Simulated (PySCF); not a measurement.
PySCF job for SbFBr2, SMILES [Br][Sb]([Br])[F], TDDFT-PBE/def2-SVPD. Coordinates come from a PBE0-D3(BJ)/def2-SVP optimisation. The def2 effective core potentials stand for the cores of Sb; spin–orbit coupling is left out.

```python
import numpy as np
from pyscf import gto, scf, dft, tdscf

mol = gto.M(
    atom='''
    Sb    0.37132681   -0.78166353   -0.00000000
    F    -1.34677683   -1.66168906   -0.00000001
    Br   -0.09738108    0.78314345   -1.90508404
    Br   -0.09738108    0.78314344    1.90508405
    ''',
    basis='def2-SVPD',
    ecp={'Sb': 'def2-svp'},
    charge=0,
    spin=0,
    symmetry=True,
    max_memory=1600,
    verbose=4,
)
mf = dft.RKS(mol, xc='pbe').density_fit(auxbasis='def2-universal-jkfit')
mf.grids.level = 3
mf.conv_tol = 1e-9
mf.max_cycle = 100
mf.kernel()
mf.grids = dft.Grids(mol).set(level=1).build(with_non0tab=True)  # coarser grid for the response kernel
td = tdscf.TDDFT(mf)
td.singlet = True
td.nstates = 10
td.conv_tol = 1e-4
td.positive_eig_threshold = 1e-6
td.kernel(x0=td.get_init_guess(mf, 15))
td.analyze()
tt = tdscf.TDA(mf)
tt.singlet = False
tt.nstates = 4
tt.conv_tol = 1e-4
tt.positive_eig_threshold = 1e-6
tt.kernel(x0=tt.get_init_guess(mf, 9))
tt.analyze(verbose=3)
```

Log of the run:

```
PySCF version 2.14.0

[INPUT] verbose = 4
[INPUT] num. atoms = 4
[INPUT] num. electrons = 102
[INPUT] charge = 0
[INPUT] spin (= nelec alpha-beta = 2S) = 0
[INPUT] symmetry True subgroup None
[INPUT] Mole.unit = angstrom
[INPUT] Symbol           X                Y                Z      unit          X                Y                Z       unit  Magmom
[INPUT]  1 Sb     0.371326810000  -0.781663530000   0.000000000000 AA    0.701705973608  -1.477129993261   0.000000000000 Bohr   0.0
[INPUT]  2 F     -1.346776830000  -1.661689060000  -0.000000010000 AA   -2.545039359610  -3.140137227586  -0.000000018897 Bohr   0.0
[INPUT]  3 Br    -0.097381080000   0.783143450000  -1.905084040000 AA   -0.184023570914   1.479926636747  -3.600087079880 Bohr   0.0
[INPUT]  4 Br    -0.097381080000   0.783143440000   1.905084050000 AA   -0.184023570914   1.479926617850   3.600087098777 Bohr   0.0

nuclear repulsion = 666.140044509985
point group symmetry = Cs
symmetry origin: [ 3.48872511e-09 -6.10526904e-09  3.77945224e-09]
symmetry axis x: [ 1.00000000e+00 -3.06606601e-09 -3.78755014e-10]
symmetry axis y: [-3.06606601e-09 -1.00000000e+00 -1.56744571e-09]
symmetry axis z: [ 3.78755009e-10 -1.56744563e-09  1.00000000e+00]
num. orbitals of irrep A' = 79
num. orbitals of irrep A" = 58
number of shells = 51
number of NR pGTOs = 266
number of NR cGTOs = 137
basis = def2-SVPD
ecp = {'Sb': 'def2-svp'}


******** <class 'pyscf.df.df_jk.DFSymAdaptedRKS'> ********
method = DFSymAdaptedRKS
initial guess = minao
damping factor = 0
level_shift factor = 0
DIIS = <class 'pyscf.scf.diis.CDIIS'>
diis_start_cycle = 1
diis_space = 8
diis_damp = 0
SCF conv_tol = 1e-09
SCF conv_tol_grad = None
SCF max_cycles = 100
direct_scf = False
XC library pyscf.dft.libxc version 7.1.2
    S. Lehtola, C. Steigemann, M. J. T. Oliveira, and M. A. L. Marques,  SoftwareX 7, 1–5 (2018)
XC functionals = pbe
    J. P. Perdew, K. Burke, and M. Ernzerhof,  Phys. Rev. Lett. 77, 3865 (1996)
    J. P. Perdew, K. Burke, and M. Ernzerhof,  Phys. Rev. Lett. 78, 1396 (1997)
    J. P. Perdew, K. Burke, and M. Ernzerhof,  Phys. Rev. Lett. 77, 3865 (1996)
    J. P. Perdew, K. Burke, and M. Ernzerhof,  Phys. Rev. Lett. 78, 1396 (1997)
radial grids:
    Treutler-Ahlrichs [JCP 102, 346 (1995); DOI:10.1063/1.469408] (M4) radial grids

becke partition: Becke, JCP 88, 2547 (1988); DOI:10.1063/1.454033
pruning grids: <function nwchem_prune>
grids dens level: 3
symmetrized grids: True
atomic radii adjust function: <function treutler_atomic_radii_adjust>
small_rho_cutoff = 0
Freeze 0 electrons in irreps []
    102 free electrons in irreps A' A"
Set gradient conv threshold to 3.16228e-05
Initial guess from minao.
tot grids = 77072
init E= -5459.6254258617
HOMO (A") = -0.615325422860128  LUMO (A') = -0.603128443788612  gap/eV = 0.33190
cycle= 1 E= -5482.33554161752  delta_E= -22.7  |g|= 3.87  |ddm|= 12.9
HOMO (A') = -0.00229955881648038  LUMO (A") = 0.00389387660754629  gap/eV = 0.16853
cycle= 2 E= -5388.764356999  delta_E= 93.6  |g|= 9.59  |ddm|= 20.2
HOMO (A") = -0.427680975928794  LUMO (A') = -0.359195939479937  gap/eV = 1.86357
cycle= 3 E= -5485.9434456593  delta_E= -97.2  |g|= 2.12  |ddm|= 18.1
HOMO (A") = -0.247796744519286  LUMO (A') = -0.197505254458594  gap/eV = 1.36850
cycle= 4 E= -5484.52264910956  delta_E= 1.42  |g|= 3.35  |ddm|= 3.81
HOMO (A") = -0.22545372582378  LUMO (A') = -0.160643724974772  gap/eV = 1.76357
cycle= 5 E= -5486.53701954108  delta_E= -2.01  |g|= 1.22  |ddm|= 3.05
HOMO (A") = -0.322713946692727  LUMO (A') = -0.164401971815178  gap/eV = 4.30789
cycle= 6 E= -5486.92930951973  delta_E= -0.392  |g|= 0.456  |ddm|= 1.74
HOMO (A") = -0.273268080956455  LUMO (A') = -0.111610413364214  gap/eV = 4.39893
cycle= 7 E= -5486.96744070878  delta_E= -0.0381  |g|= 0.0836  |ddm|= 0.931
HOMO (A') = -0.27153887190071  LUMO (A') = -0.114070871190575  gap/eV = 4.28492
cycle= 8 E= -5486.96867906416  delta_E= -0.00124  |g|= 0.0438  |ddm|= 0.158
HOMO (A") = -0.270931962595921  LUMO (A') = -0.113617092492544  gap/eV = 4.28076
cycle= 9 E= -5486.9692508335  delta_E= -0.000572  |g|= 0.0148  |ddm|= 0.0574
HOMO (A") = -0.272311189975762  LUMO (A') = -0.113811549293264  gap/eV = 4.31299
cycle= 10 E= -5486.96932263039  delta_E= -7.18e-05  |g|= 0.00341  |ddm|= 0.0208
HOMO (A") = -0.272214364026531  LUMO (A') = -0.113645078577724  gap/eV = 4.31489
cycle= 11 E= -5486.96932486175  delta_E= -2.23e-06  |g|= 0.000936  |ddm|= 0.00438
HOMO (A") = -0.272230437336801  LUMO (A') = -0.113643785476603  gap/eV = 4.31536
cycle= 12 E= -5486.96932514855  delta_E= -2.87e-07  |g|= 0.000345  |ddm|= 0.00153
HOMO (A") = -0.272232093965442  LUMO (A') = -0.11364692558906  gap/eV = 4.31532
cycle= 13 E= -5486.96932518219  delta_E= -3.36e-08  |g|= 6.22e-05  |ddm|= 0.000415
HOMO (A") = -0.272231599684992  LUMO (A') = -0.113648115135312  gap/eV = 4.31528
cycle= 14 E= -5486.96932518329  delta_E= -1.1e-09  |g|= 1.24e-05  |ddm|= 6.38e-05
HOMO (A") = -0.272230776067518  LUMO (A') = -0.113648223148722  gap/eV = 4.31525
cycle= 15 E= -5486.9693251833  delta_E= -1.09e-11  |g|= 4.89e-06  |ddm|= 2.45e-05
HOMO (A") = -0.272231444529419  LUMO (A') = -0.113648370065895  gap/eV = 4.31527
Extra cycle  E= -5486.96932518327  delta_E= 2.36e-11  |g|= 1.49e-05  |ddm|= 2.01e-05
converged SCF energy = -5486.96932518327
tot grids = 27992
Overwritten attributes  positive_eig_threshold  of <class 'pyscf.tdscf.rks.CasidaTDDFT'>


******** <class 'pyscf.tdscf.rks.CasidaTDDFT'> for <class 'pyscf.df.df_jk.DFSymAdaptedRKS'> ********
nstates = 10 singlet
deg_eia_thresh = 1.000e-03
wfnsym = None
conv_tol = 0.0001
eigh lindep = 1e-12
eigh level_shift = 0
eigh max_cycle = 100


Excitation energies (eV)
[4.50414644 4.56739986 4.59408384 4.68136637 4.78517078 4.8531435
 4.95637731 4.96057396 4.99976368 5.07753922]

** Singlet excitation energies and oscillator strengths **
Excited State   1:   A"      4.50415 eV    275.27 nm  f=0.0051
      49 -> 52        0.30410
      51 -> 52       -0.60284
      51 -> 54       -0.15658
Excited State   2:   A'      4.56740 eV    271.45 nm  f=0.0061
      47 -> 52        0.10935
      50 -> 52        0.53411
      51 -> 53        0.43810
Excited State   3:   A"      4.59408 eV    269.88 nm  f=0.0004
      49 -> 52       -0.60246
      50 -> 53        0.25169
      51 -> 52       -0.25394
Excited State   4:   A'      4.68137 eV    264.85 nm  f=0.0197
      47 -> 52        0.10693
      48 -> 54        0.11001
      49 -> 53       -0.19017
      50 -> 52        0.37766
      51 -> 53       -0.53900
Excited State   5:   A'      4.78517 eV    259.10 nm  f=0.0037
      48 -> 52       -0.24914
      49 -> 53       -0.61675
      50 -> 52       -0.18532
      50 -> 54       -0.10691
Excited State   6:   A"      4.85314 eV    255.47 nm  f=0.0000
      50 -> 53       -0.20662
      51 -> 54       -0.65423
Excited State   7:   A"      4.95638 eV    250.15 nm  f=0.0245
      47 -> 53        0.11625
      49 -> 52        0.15282
      49 -> 54       -0.44136
      50 -> 53        0.48737
      51 -> 54       -0.11562
Excited State   8:   A'      4.96057 eV    249.94 nm  f=0.0003
      48 -> 52       -0.59341
      49 -> 53        0.18661
      50 -> 54        0.32814
Excited State   9:   A'      4.99976 eV    247.98 nm  f=0.0186
      48 -> 52       -0.28101
      49 -> 53        0.19239
      50 -> 54       -0.60227
Excited State  10:   A"      5.07754 eV    244.18 nm  f=0.0067
      48 -> 53       -0.62738
      49 -> 54        0.23078
      50 -> 53        0.10664
      51 -> 54       -0.14391

** Transition electric dipole moments (AU) **
state          X           Y           Z        Dip. S.      Osc.
  1        -0.0000      0.0000     -0.2157      0.0465      0.0051
  2        -0.0410      0.2299      0.0000      0.0545      0.0061
  3        -0.0000      0.0000     -0.0608      0.0037      0.0004
  4        -0.0688      0.4089      0.0000      0.1720      0.0197
  5         0.1332     -0.1169     -0.0000      0.0314      0.0037
  6        -0.0000     -0.0000     -0.0154      0.0002      0.0000
  7         0.0000      0.0000      0.4496      0.2021      0.0245
  8         0.0035     -0.0474     -0.0000      0.0023      0.0003
  9        -0.3563      0.1588      0.0000      0.1521      0.0186
 10         0.0000     -0.0000      0.2319      0.0538      0.0067

WARN: ECP detected. Skipping calculation of transition velocity and magnetic dipole moments, which have not yet been implemented.

Overwritten attributes  positive_eig_threshold  of <class 'pyscf.tdscf.rks.TDA'>


******** <class 'pyscf.tdscf.rks.TDA'> for <class 'pyscf.df.df_jk.DFSymAdaptedRKS'> ********
nstates = 4 triplet
deg_eia_thresh = 1.000e-03
wfnsym = None
conv_tol = 0.0001
eigh lindep = 1e-12
eigh level_shift = 0
eigh max_cycle = 100


Excitation energies (eV)
[4.04628945 4.1506088  4.20498683 4.38497315]

** Triplet excitation energies and oscillator strengths **
Excited State   1:   A'      4.04629 eV    306.41 nm  f=0.0000
Excited State   2:   A"      4.15061 eV    298.71 nm  f=0.0000
Excited State   3:   A"      4.20499 eV    294.85 nm  f=0.0000
Excited State   4:   A"      4.38497 eV    282.75 nm  f=0.0000
```

The run converged.

Cost: roughly 50 core-seconds.
